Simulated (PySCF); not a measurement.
Ga(Br)(OH)2 (BrGaH2O2), SMILES [OH][Ga]([OH])[Br].

Geometry optimised at B3LYP-D3(BJ)/def2-SVP. One conformer was computed; it need not be the lowest.

Two levels are set side by side: PBE/def2-TZVP (PySCF) and B3LYP/def2-TZVP (PySCF). Same geometry, gas phase. Differences are taken from unrounded values.

```
quantity                       PBE
---------------------------  -----
orbital gap (eV)              5.02
highest occupied level (eV)  -7.36
lowest empty level (eV)      -2.34
dipole moment (D)             1.54
mean polarisability (bohr³)   54.5
```

### Question
These are the PBE values. What does B3LYP give? (An estimate is asked for; the answer gives what the named calculation found.)

### Answer

```csv
quantity,B3LYP,PBE minus B3LYP
orbital gap (eV),6.66,-1.65
highest occupied level (eV),-8.43,1.07
lowest empty level (eV),-1.76,-0.58
dipole moment (D),1.54,-0.01
mean polarisability (bohr³),52.2,2.3
```

Without exact exchange PBE keeps part of each electron's self-repulsion, which lifts occupied levels and narrows the gap. PBE's more diffuse valence density responds more strongly to a field. Differences between two approximate levels are no errors against the true value.

Rough cost on one machine, each run with all the roots and properties that it gave: B3LYP against PBE within a factor of 2.
